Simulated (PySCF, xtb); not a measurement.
H₇NO₂Si₂, SMILES O[Si](O)([SiH3])N. Other conformers were not sampled.

Harmonic wavenumbers (cm⁻¹) from GFN2-xTB (xtb 6.7.1) at its own minimum, in rising order: 14, 123, 126, 191, 233, 234, 261, 305, 308, 467, 475, 489, 634, 765, 768, 800, 802, 814, 815, 855, 873, 919, 1544, 2184, 2197, 2241, 3479, 3509, 3635, 3642.

Task: What does TPSSh-D3(BJ)/def2-SVP (PySCF) give at its own minimum? (Estimate from the structure and the level; the computed values follow.)

Result: 105, 125, 136, 190, 243, 261, 280, 372, 387, 453, 487, 530, 532, 754, 773, 805, 863, 873, 917, 940, 955, 962, 1559, 2233, 2236, 2248, 3532, 3623, 3802, 3804. Paired by order, the mean absolute difference is 51 cm⁻¹ and the zero-point energies are 48.2 and 50.0 kcal/mol.
